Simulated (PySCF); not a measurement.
H7OP3Sn (SMILES [OH][Sn]([PH2])([PH2])[PH2]), singlet, geometry from GFN2-xTB (such geometries of metal compounds can be far from the true shape) (all electrons, no relativity).

Here is a job for PySCF.
```python
from pyscf import gto, scf, mcscf
import numpy

mol = gto.Mole()
mol.atom = '''
    O    -0.600349   -0.711230    1.844630
    Sn   -0.007714   -0.009743    0.049257
    P     2.546667    0.190212    0.246179
    P    -1.414463    2.131425    0.148310
    P    -0.757016   -1.927083   -1.490226
    H    -0.106497   -1.426134    2.237712
    H     2.770777   -0.855891   -0.634903
    H     2.635538    1.122254   -0.773791
    H    -2.239262    1.564573    1.103830
    H    -0.598896    2.691427    1.120265
    H    -0.805397   -1.127063   -2.620906
    H    -2.095587   -1.710511   -1.216026
'''
mol.basis = 'sto-3g'
mol.charge = 0
mol.spin = 0
mol.verbose = 3
mol.build()

mf = scf.RHF(mol)
mf.kernel()
mc = mcscf.CASSCF(mf, 6, 8)
mc.fix_spin_(ss=0.0)
mc.kernel()
occ = numpy.linalg.eigvalsh(mc.fcisolver.make_rdm1(mc.ci, mc.ncas, mc.nelecas))[::-1]
ss = mc.fcisolver.spin_square(mc.ci, mc.ncas, mc.nelecas)[0]
print('natural occupations', occ.round(4), ' <S^2>', round(ss, 4))
```

Question: What does this run give for the number of basis functions, SCF-reference HOMO-LUMO gap, total energy, SCF-reference Mulliken (on the basis functions themselves) charges in atom order, natural occupations of the active orbitals, SCF-reference HOMO energy?

Answer: 
```json
{
  "number_of_basis_functions": "66",
  "SCF-reference HOMO-LUMO gap": "13.16 eV",
  "total_energy": "-7052.0349 Eh",
  "SCF-reference Mulliken (on the basis functions themselves) charges in atom order": "O1 -0.49, Sn2 0.48, P3 0.20, P4 0.20, P5 0.19, H6 0.14, H7 -0.12, H8 -0.12, H9 -0.11, H10 -0.12, H11 -0.13, H12 -0.12",
  "natural_occupations_of_the_active_orbitals": "2.00, 2.00, 1.97, 1.96, 0.04, 0.03",
  "SCF-reference HOMO energy": "-6.38 eV"
}
```
